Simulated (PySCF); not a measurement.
Structure problem from calculated spectra and properties.

Formula: C6H18N3P.

- 13C NMR: chemical shifts (computed TMS as zero) by class: 37.8 (6 C) ppm [GIAO CAM-B3LYP/pcSseg-1]
- 1H NMR: chemical shifts (computed TMS as zero) by class: 2.42 (18 H) ppm [GIAO CAM-B3LYP/pcSseg-1]
- Dipole: 0.95 D [CAM-B3LYP/pcSseg-1]
- Rotational structure: rotational constants A, B, C: 1.182, 1.120, 0.765 GHz [PBE0-D3(BJ)/def2-SVP]
- NMR, other nuclei: isotropic shieldings of nuclei other than C and H, by class: 215 (3 N), 179 (1 P) ppm [GIAO CAM-B3LYP/pcSseg-1]

The electronic properties come from PySCF, for the isolated species, density fitting. Levels stand in brackets. The structure is a single PBE0-D3(BJ)/def2-SVP conformer in the gas phase; no vibrational or solvent corrections. NMR values are class means; diastereotopic atoms form classes of their own.

Q: What is the compound? Reason from the data.

A: Numbering: `[CH3:1][N:2]([CH3:3])[P:4]([N:5]([CH3:6])[CH3:7])[N:8]([CH3:9])[CH3:10]`. 6 carbons fall into 1 class: N-methyl carbon [C1/C3/C6/C7/C9/C10] (37.8 ppm, 6 C, up to 7.4 ppm apart in this geometry). All hydrogens form one class (2.42 ppm): methyl hydrogen. The other shieldings belong to: 215 ppm, nitrogen bonded to 2 C and P [N2/N5/N8]; 179 ppm, three-coordinate phosphorus [P4]. The optimised geometry has point group Cs and is an asymmetric top. Structure: tris(dimethylamino)phosphine, `CN(C)P(N(C)C)N(C)C`. The assignments are read from this structure; whether some other isomer fits the data as well wasn't checked.

Conformer computed: `[CH3:1][N:2]([CH3:3])[P:4]([N:5]([CH3:6])[CH3:7])[N:8]([CH3:9])[CH3:10]`: C1–N2–P4–N5 -153°, N2–P4–N5–C6 -169°, N2–P4–N8–C9 54°.
